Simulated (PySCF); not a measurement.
Species: C4H9NO2.
Structure used (GFN2-xTB), in Å, numbered top down from 1:
```
atom  x, y, z in Å
C1    -1.821    1.187    0.679
O2    -1.343    0.377   -0.375
C3    -1.117   -0.948    0.001
O4    -0.087   -1.126    0.922
C5     1.229   -1.073    0.408
C6     1.706    0.302    0.035
N7     2.894    0.627    0.267
H8    -1.969    2.180    0.260
H9    -1.099    1.232    1.500
H10   -2.772    0.800    1.062
H11   -2.012   -1.367    0.488
H12   -0.912   -1.485   -0.938
H13    1.304   -1.710   -0.489
H14    1.875   -1.484    1.186
H15    0.952    0.934   -0.447
H16    3.161    1.562   -0.035
```

Vertical excitations from PySCF (density fitting, frozen core in the response, grid level 2 and gas phase unless stated; continuum runs use non-equilibrium linear response for the excitations) on a GFN2-xTB geometry. Reference run:

| settings | S1, eV (f) | S2, eV (f) | S3, eV (f) | S4, eV (f) | S5, eV (f) | S6, eV (f) | T1, eV (Tamm–Dancoff) | mean α (au) |
| --- | --- | --- | --- | --- | --- | --- | --- | --- |
| PBE0/def2-SVPD, full TDDFT, 6 singlets | 5.06 (0.002) | 6.75 (0.004) | 6.86 (0.003) | 7.01 (0.010) | 7.39 (0.009) | 7.51 (0.056) | 4.23 | 66.9 |

What do these settings give: (1) HCTH407/6-31G-J, fitting basis def2-qzvpp-jkfit, full TDDFT, 6 singlets; (2) BP86/pcSseg-0, TDA, 3 singlets; (3) PBE0/cc-pVDZ, level shift 0.1 Eh, full TDDFT, 25 singlets?

| settings | S1, eV (f) | S2, eV (f) | S3, eV (f) | S4, eV (f) | S5, eV (f) | S6, eV (f) | T1, eV (Tamm–Dancoff) | mean α (au) |
| --- | --- | --- | --- | --- | --- | --- | --- | --- |
| HCTH407/6-31G-J, fitting basis def2-qzvpp-jkfit, full TDDFT, 6 singlets | 4.76 (0.004) | 5.36 (0.003) | 5.68 (0.002) | 6.14 (0.015) | 7.25 (0.014) | 7.40 (0.001) | – | 54.8 |
| BP86/pcSseg-0, TDA, 3 singlets | 4.68 (0.005) | 5.27 (0.006) | 5.58 (0.004) | – | – | – | – | 53.1 |
| PBE0/cc-pVDZ, level shift 0.1 Eh, full TDDFT, 25 singlets | 5.17 (0.002) | 6.86 (0.002) | 7.00 (0.005) | 7.69 (0.035) | 7.84 (0.049) | 8.22 (0.003) | 4.26 | 57.2 |

(1) S1 moves by -0.30 eV; functional and basis change together, so the shift can't be laid on one. (2) S1 moves by -0.38 eV; functional, basis and response scheme change together, so the shift can't be laid on one. (3) S1 moves by +0.11 eV. States are counted by energy in each run and needn't keep their character from row to row.

Which orbital pairs make up S1 in each run, and how does it sit against the orbital gap?

| settings | S1 configurations (weight) | S1 (eV) | orbital gap (eV) | S1 − gap (eV) |
| --- | --- | --- | --- | --- |
| PBE0/def2-SVPD, full TDDFT, 6 singlets | H→L 0.95 | 5.06 | 7.03 | -1.97 |
| HCTH407/6-31G-J, fitting basis def2-qzvpp-jkfit, full TDDFT, 6 singlets | H→L 0.94 | 4.76 | 4.34 | +0.42 |
| BP86/pcSseg-0, TDA, 3 singlets | H→L 0.90, H−1→L 0.08 | 4.68 | 4.20 | +0.48 |
| PBE0/cc-pVDZ, level shift 0.1 Eh, full TDDFT, 25 singlets | H→L 0.95 | 5.17 | 7.17 | -2.00 |

One conformer stands for the species.
